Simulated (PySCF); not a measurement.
Species: C₂H₄BF₃.
Atom-mapped SMILES: `[BH2:1][CH2:2][C:3]([F:4])([F:5])[F:6]` (hydrogens: H7, H8 on B1; H9, H10 on C2)

Computed by this run: PySCF, PBE0-D3(BJ)/def2-SVP geometry optimisation, gas phase; density fitting, grid level 1; the optimiser is geomeTRIC in internal coordinates, started from a GFN2-xTB structure with every atom displaced at random (about 0.01 Å).

Step 0: E = -10946.4177 eV
```
atom  x, y, z in Å  |  force x, y, z in eV/Å
B1     -1.4319    0.2631   -0.2685    0.594   1.634   0.214
C2      0.0444    0.5904    0.0929    0.306  -0.822   0.320
C3      0.9496   -0.6066    0.0923    1.787  -0.303   0.483
F4      1.0498   -1.2299   -1.0804   -0.670   0.063  -0.320
F5      2.2399   -0.2821    0.3910   -0.561   0.345   0.112
F6      0.6021   -1.5225    1.0050   -0.409   0.127  -0.088
H7     -2.1839    1.1823   -0.3224   -0.406   0.287   0.001
H8     -1.7845   -0.7959   -0.5043   -0.571  -1.680  -0.318
H9      0.4740    1.3354   -0.5761    0.033   0.363  -0.341
H10     0.1007    1.0498    1.0976   -0.103  -0.014  -0.063
```

Step 1: E = -10946.5136 eV
```
atom  x, y, z in Å  |  force x, y, z in eV/Å
B1     -1.4219    0.2789   -0.2564   -0.001  -0.321  -0.041
C2      0.0839    0.5730    0.0415    0.063   0.170   0.273
C3      1.0096   -0.6113    0.1028   -1.012   0.031   0.044
F4      1.0907   -1.2229   -1.0863    0.372   0.046   0.224
F5      2.2289   -0.2853    0.5244    0.152  -0.135  -0.251
F6      0.5065   -1.5026    0.9781    0.325  -0.095  -0.085
H7     -2.2261    1.1666   -0.1224   -0.009   0.080  -0.056
H8     -1.8025   -0.8221   -0.5970    0.043   0.171   0.030
H9      0.4517    1.3231   -0.6767    0.071   0.028  -0.107
H10     0.1394    1.0865    1.0190   -0.003   0.027  -0.030
```

Problem. Estimate the geometry and energy of step 2. (The exact step hangs on the optimiser's Hessian estimate; all steps are aligned on step 1, rigid shifts and turns removed.)

Solution. E = -10946.5364 eV, largest force 0.420 eV/Å
```
atom  x, y, z in Å  |  force x, y, z in eV/Å
B1     -1.4333    0.2793   -0.2536   -0.002   0.020  -0.098
C2      0.0685    0.5726    0.0636   -0.006  -0.167   0.202
C3      0.9910   -0.6156    0.1122    0.041  -0.253   0.009
F4      1.1090   -1.2205   -1.0733   -0.234  -0.001  -0.140
F5      2.2254   -0.2828    0.4829    0.282   0.254   0.180
F6      0.5656   -1.5419    0.9894   -0.101   0.212  -0.124
H7     -2.2154    1.1950   -0.1637   -0.031  -0.015  -0.021
H8     -1.8224   -0.8106   -0.5983    0.016   0.029   0.041
H9      0.4467    1.3106   -0.6666    0.014  -0.054  -0.030
H10     0.1250    1.0979    1.0343    0.021  -0.024  -0.020
```

The energy changes by -0.0229 eV. The first-order estimate −F·Δx gives -0.0690 eV and the mean of the old and new forces, exact on a quadratic surface, -0.0219 eV. The step makes an angle of 62° with the force vector and moves no atom by more than 0.072 Å.

The cost below is that of the whole optimisation. Time: 69 s of wall time; peak memory 0.42 GiB. Hardware: one thread, Arm Neoverse N1 (aarch64), no GPU, shared host with 64 logical CPUs at a one-minute load of 60.
